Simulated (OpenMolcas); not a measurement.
Ag5+: moving or changing the point charges

Ag5+ among 4 point charges of -2.5 e arranged as a square (D4h), 2.08 Å from the ion.
```
   2.0800    0.0000    0.0000  -2.50
   0.0000    2.0800    0.0000  -2.50
  -2.0800    0.0000    0.0000  -2.50
   0.0000   -2.0800    0.0000  -2.50
```

```
Program             : OpenMolcas 26.06
Method              : CASSCF
Basis               : ANO-RCC-VDZP [6s5p3d1f]
Scalar Hamiltonian  : DKH2, point nucleus
Active space        : 6 electrons in 5 orbitals (4d)
State averaging     : 2S+1 = 5 even, 5 roots; 2S+1 = 3 even, 45 roots; 2S+1 = 1 even, 50 roots
Spin-orbit coupling : RASSI with atomic mean-field integrals over the reference wave functions
```

Runs around this geometry, states (labels of D4, the rotations of D4h). Energies in cm-1 above the lowest state or level, χT in cm3 K/mol.

```json
{"R (Å)": "2.08", "q (e)": "-1.62", "Ground state": "5A1", "First state of that spin": "5E 1705", "First gap with spin-orbit (degeneracies)": "161.1 (1, 2)", "χT at 300 K": "4.768", "First state of another spin": "3E 22971"}
{"R (Å)": "1.94", "q (e)": "-2.5", "Ground state": "5A1", "First state of that spin": "5E 3717", "First gap with spin-orbit (degeneracies)": "195.3 (1, 2)", "χT at 300 K": "4.230", "First state of another spin": "3B2 18356"}
{"R (Å)": "2.08", "q (e)": "-2.5", "Ground state": "5A1", "First state of that spin": "5E 3066", "First gap with spin-orbit (degeneracies)": "187.2 (1, 2)", "χT at 300 K": "4.397", "First state of another spin": "3B2 20868"}
{"R (Å)": "2.25", "q (e)": "-2.5", "Ground state": "5A1", "First state of that spin": "5E 2478", "First gap with spin-orbit (degeneracies)": "177.5 (1, 2)", "χT at 300 K": "4.560", "First state of another spin": "3E 22778"}
```

Taking the first state of the same spin as R^-n, n = -ln(2478 / 3717) / ln(2.25 / 1.94) = 2.7 between the shortest and longest distance.

Scaling the charges by -1.62 / -2.5 = 0.65 scales the first state of the same spin by 1705 / 3066 = 0.56; with fixed orbitals a first-order splitting would follow the charge.

Without dynamic correlation the repulsion within the d shell is too large (B by tens of per cent), so at a given field states of lower spin stand too high. Point charges give a weaker field than real ligands, and real ions of this kind are as a rule low spin; the high spin found here belongs to the model. Spin-orbit coupling mixes the spin-free states strongly: the lowest level takes only 68 % from its leading state, 5A1 (holds for R = 2.08, q = -1.62). Point charges carry no covalency, so the field is a model and not that of real ligands. No measured value stands beside these numbers.
